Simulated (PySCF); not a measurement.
C6H6F2OSi.
Bonds: F1–C2, C2–C3 (aromatic), C3–C4 (aromatic), C4–C5 (aromatic), C5–O6, O6–Si7, C5–C8 (aromatic), C8–C9 (aromatic), C9–F10, C2–C9 (aromatic). Hydrogens: H11 on C3; H12 on C4; H13, H14, H15 on Si7; H16 on C8.

The same species was optimised twice, with GFN2-xTB and with PBE0-D3(BJ)/def2-SVP (PySCF), and the same property calculations (PySCF, gas phase) were run on both structures.

| coordinate | GFN2-xTB | PBE0-D3(BJ)/def2-SVP | change |
| --- | --- | --- | --- |
| O6–Si7 (Å) | 1.634 | 1.680 | +0.046 |
| C9–F10 (Å) | 1.343 | 1.326 | -0.017 |
| F1–C2 (Å) | 1.345 | 1.329 | -0.016 |
| C5–O6 (Å) | 1.338 | 1.349 | +0.011 |
| C3–C4 (Å) | 1.380 | 1.391 | +0.011 |
| C5–C8 (Å) | 1.391 | 1.400 | +0.009 |
| C8–C9 (Å) | 1.382 | 1.388 | +0.006 |
| C2–C9 (Å) | 1.388 | 1.393 | +0.005 |
| C2–C3 (Å) | 1.384 | 1.388 | +0.004 |
| C4–C5 (Å) | 1.395 | 1.399 | +0.004 |
| C5–O6–Si7 (°) | 134.5 | 128.9 | -5.6 |
| F1–C2–C3 (°) | 119.8 | 120.9 | +1.1 |
| F1–C2–C9 (°) | 120.5 | 119.7 | -0.8 |
| C2–C9–F10 (°) | 120.3 | 119.5 | -0.8 |
| C8–C9–F10 (°) | 119.0 | 119.8 | +0.8 |
| C3–C4–C5 (°) | 120.6 | 120.0 | -0.6 |
| C2–C3–C4 (°) | 119.9 | 120.5 | +0.6 |
| C3–C2–C9 (°) | 119.8 | 119.5 | -0.3 |
| C4–C5–O6–Si7 (°) | 180 | -176 | +4 |

Rotational constants: A = 2605, B = 624.5, C = 506.6 MHz (GFN2-xTB) against A = 2556, B = 632.7, C = 510.3 MHz (PBE0-D3(BJ)/def2-SVP). Atoms that the bonding makes alike are paired by their places after alignment.

On the GFN2-xTB structure: HOMO (eV) -6.84 [PBE0/pcSseg-1]; LUMO (eV) -0.65 [PBE0/pcSseg-1]; dipole (D) 2.70 [PBE0/pcSseg-1]; GIAO shielding of F1 (ppm) 326.5 [PBE0/pcSseg-1]; GIAO shielding of C2 (ppm) 32.0 [PBE0/pcSseg-1]; GIAO shielding of C3 (ppm) 61.9 [PBE0/pcSseg-1]; GIAO shielding of C4 (ppm) 65.9 [PBE0/pcSseg-1]; GIAO shielding of C5 (ppm) 28.9 [PBE0/pcSseg-1]; GIAO shielding of O6 (ppm) 244.7 [PBE0/pcSseg-1]; GIAO shielding of Si7 (ppm) 390.7 [PBE0/pcSseg-1]; GIAO shielding of C8 (ppm) 77.9 [PBE0/pcSseg-1].

Question: What do these properties become on the PBE0-D3(BJ)/def2-SVP structure?

Answer: 
```csv
property,level,on GFN2-xTB,on PBE0-D3(BJ)/def2-SVP,change
HOMO (eV),PBE0/pcSseg-1,-6.84,-6.80,+0.04
LUMO (eV),PBE0/pcSseg-1,-0.65,-0.66,-0.01
dipole (D),PBE0/pcSseg-1,2.70,2.43,-0.27
"energy, GFN2-xTB geometry as zero (kcal/mol)",PBE0/pcSseg-1,0.0,-2.3,-2.3
GIAO shielding of F1 (ppm),PBE0/pcSseg-1,326.5,329.4,+2.9
GIAO shielding of C2 (ppm),PBE0/pcSseg-1,32.0,32.0,0.0
GIAO shielding of C3 (ppm),PBE0/pcSseg-1,61.9,60.8,-1.1
GIAO shielding of C4 (ppm),PBE0/pcSseg-1,65.9,65.2,-0.7
GIAO shielding of C5 (ppm),PBE0/pcSseg-1,28.9,26.5,-2.4
GIAO shielding of O6 (ppm),PBE0/pcSseg-1,244.7,239.6,-5.1
GIAO shielding of Si7 (ppm),PBE0/pcSseg-1,390.7,386.9,-3.8
GIAO shielding of C8 (ppm),PBE0/pcSseg-1,77.9,76.6,-1.3
```

The heavy atoms differ by 0.048 Å rms after alignment. Among bonds between heavy atoms O6–Si7 changes most (+0.046 Å). Changes are differences of the printed values. Neither structure is proved a minimum here.

The values belong to the conformer `[F:1][c:2]1[cH:3][cH:4][c:5]([O:6][SiH3:7])[cH:8][c:9]1[F:10]`: C4–C5–O6–Si7 -176°.
